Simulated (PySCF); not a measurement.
# Krypton: a sound run and one with changed settings

Sound run: Kr²⁺ [Ar] 3d10 4s2 4p4, Kr³⁺ [Ar] 3d10 4s2 4p3. Computed with PySCF 2.14 in def2-SVP, with no relativity, point nucleus. In the sound run the correlated levels freeze [Ar] 3d10. The sound run starts from symmetry-adapted Hartree-Fock orbitals and uses a fine grid where one is needed.

Changed run: a valence shell is frozen. This setting is unsound on purpose.

```
species   method  sound run (hartree)  changed run (hartree)  converged
   Kr²⁺      MP2          -2750.40495            -2750.36491        yes
   Kr²⁺  CCSD(T)          -2750.42262            -2750.37367        yes
   Kr³⁺      MP2          -2749.13082            -2749.08225        yes
   Kr³⁺  CCSD(T)          -2749.14756            -2749.08711        yes
```

Ionisation energy of Kr²⁺:

```json
{"method": "UHF", "sound run (eV)": "34.253", "changed run (eV)": "34.253"}
{"method": "MP2", "sound run (eV)": "34.671", "changed run (eV)": "34.903"}
{"method": "SCS-MP2", "sound run (eV)": "34.688", "changed run (eV)": "35.032"}
{"method": "CCSD", "sound run (eV)": "34.686", "changed run (eV)": "35.006"}
{"method": "CCSD(T)", "sound run (eV)": "34.696", "changed run (eV)": "35.009"}
```

Freezing a valence shell removes pair correlation that changes on ionisation.

For comparison, NIST gives 35.838 ± 0.02 eV between the lowest levels.
